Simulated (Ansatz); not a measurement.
C$_{2}$H$_{6}$GeO, SMILES `O=C[CH2][GeH3]`, relaxed with RKS PBE0-D4/def2-TZVP in Ansatz from a PBE-D4/def2-SVP geometry. The force threshold is 0.005 eV/Å; the program also tests the step.

The species carries charge 0 and has multiplicity 1.

Start:

```xyz
10

O    -1.267    0.120    2.094
C    -0.246    0.388    1.490
C     0.417   -0.503    0.484
Ge   -0.104    0.041   -1.366
H     0.270    1.390    1.636
H     1.522   -0.415    0.533
H     0.095   -1.554    0.625
H     0.248    1.536   -1.579
H     0.690   -0.830   -2.372
H    -1.625   -0.174   -1.546
```

**Question.** By how much does the energy fall, and how many steps does the optimiser take? (Estimate.)

**Answer.** The calculation gave: 3.76 kJ/mol, in 6 steps, 1 of them rejected.

**Question.** Which bonds change most? (An estimate is asked.)

**Answer.** Computed: C2–H5 from 1.136 to 1.113 Å; C3–H7 from 1.108 to 1.091 Å; C3–H6 from 1.109 to 1.093 Å; C3–Ge4 from 1.997 to 1.981 Å.

**Question.** Give the relaxed structure. (Estimate.)

**Answer.** Ansatz gave: 
```xyz
10

O    -1.252    0.126    2.064
C    -0.239    0.387    1.472
C     0.415   -0.502    0.480
Ge   -0.105    0.042   -1.353
H     0.264    1.368    1.626
H     1.503   -0.415    0.534
H     0.102   -1.537    0.624
H     0.243    1.523   -1.564
H     0.683   -0.820   -2.350
H    -1.613   -0.172   -1.532
```
